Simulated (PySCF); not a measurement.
Bonds (- single, = double, # triple, : aromatic): F1-C2 1.325 Å, C2-F3 1.325 Å, C2-F4 1.326 Å, C2-C5 1.552 Å, C5-F6 1.337 Å, C5-F7 1.338 Å, C5-C8 1.551 Å, C8-F9 1.325 Å, C8-F10 1.326 Å, C8-F11 1.325 Å.

Geometry: PBE0-D3(BJ)/def2-TZVP; GIAO shifts from PySCF, gas phase, non-relativistic, averaged over equivalent atoms.

At B97-2/pcSseg-2 (396 basis functions, 2.1 min wall time (4.4 min CPU) on 2 threads of an AMD EPYC, shared host):
```json
{"atoms": "F1/F3/F4/F9/F10/F11", "δ (ppm)": "-92.5"}
{"atoms": "F6/F7", "δ (ppm)": "-143.6"}
{"atoms": "C2/C8", "δ (ppm)": "128.9"}
{"atoms": "C5", "δ (ppm)": "115.7"}
```

δ = σ(ref) − σ, references computed at the same level: ¹⁹F (σref 175.98) vs CFCl3; TMS for ¹³C (σref 185.38).

Question: Predict the values at PBE0/pcSseg-2 on the same geometry.

Answer: 
```
              atoms  δ at PBE0/pcSseg-2  change
F1/F3/F4/F9/F10/F11               -92.3    +0.2
              F6/F7              -144.8    -1.2
              C2/C8               130.1    +1.2
                 C5               116.7    +1.0
```

Scale: ¹⁹F (174.31 ppm) vs CFCl3; TMS for ¹³C (186.03 ppm) (reference shieldings calculated alike).

The largest change is at C2/C8 (CF3 carbon). Cost: 396 basis functions.

Unscaled 19F shifts against computed CFCl3 carry errors that often reach 10 to 50 ppm.
